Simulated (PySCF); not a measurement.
Work out the structure from these simulated measurements.

Formula: FH8NSi3.

- Rotational structure: rotational constants A, B, C: 2.713, 1.874, 1.295 GHz [GFN2-xTB]
- Dipole: 1.55 D [B3LYP/def2-SVPD]
- Triplet: lowest triplet excitation (Tamm–Dancoff): 6.01 eV [TDA B3LYP/def2-SVPD]
- UV, first state: lowest singlet excitation: 6.30 eV (197 nm, f = 0.003) [TDDFT B3LYP/def2-SVPD]
- XPS: Si2p3/2 107.2 (×2), Si2p3/2 108.0, N1s 404.1, F1s 692.1, Si1s 1847.0 (×2), Si1s 1848.0 eV [ΔSCF SCAN, pcX-2 on the ionised atom, pcseg-1 elsewhere, spin-free X2C, 2p3/2 from a spin–orbit splitting computed afterwards within the 2p shell]
- Polarisability: 83.0 au [B3LYP/def2-SVPD]

Gas-phase values; electronic properties from PySCF, density fitting. Levels stand in brackets. Geometry: GFN2-xTB, one conformer, isolated molecule.

**Question.** Propose a structure and show how it fits.

**Answer.** Numbering: `[F:1][SiH2:2][N:3]([SiH3:4])[SiH3:5]`. Its formula, FH8NSi3, gives 0 degrees of unsaturation, so no ring and no π bond. The core levels belong to: Si2p3/2 107.2 eV, SiH3 silicon [Si4/Si5]; Si2p3/2 108.0 eV, fluorine-bound silicon [Si2]; N1s 404.1 eV, nitrogen bridging silicon atoms [N3]; F1s 692.1 eV, silicon-bound fluorine [F1]; Si1s 1847.0 eV, SiH3 silicon [Si4/Si5]; Si1s 1848.0 eV, fluorine-bound silicon [Si2]. S1 is mainly HOMO→LUMO (weight 0.99); the largest Löwdin shares of the orbital it empties are 0.52 on the nitrogen bridging silicon atoms, 0.10 on each of 2 atoms of one kind (SiH3 silicon) and 0.07 on an Si–H hydrogen, of the orbital it fills 0.20 on each of 2 atoms of one kind (SiH3 silicon), 0.10 on the fluorine-bound silicon and 0.07 on the nitrogen bridging silicon atoms. The optimised geometry has point group Cs and is an asymmetric top. Structure: `F[SiH2]N([SiH3])[SiH3]`. Computed isomers that give other values at the same levels: `F[Si@H]([SiH3])N[SiH3]` (rotational constant A: 2.957 GHz; this holds for the one conformer computed). The assignments are read from this structure; whether some other isomer fits the data as well wasn't checked.

Conformer computed: `[F:1][SiH2:2][N:3]([SiH3:4])[SiH3:5]`: F1–Si2–N3–Si4 81°.
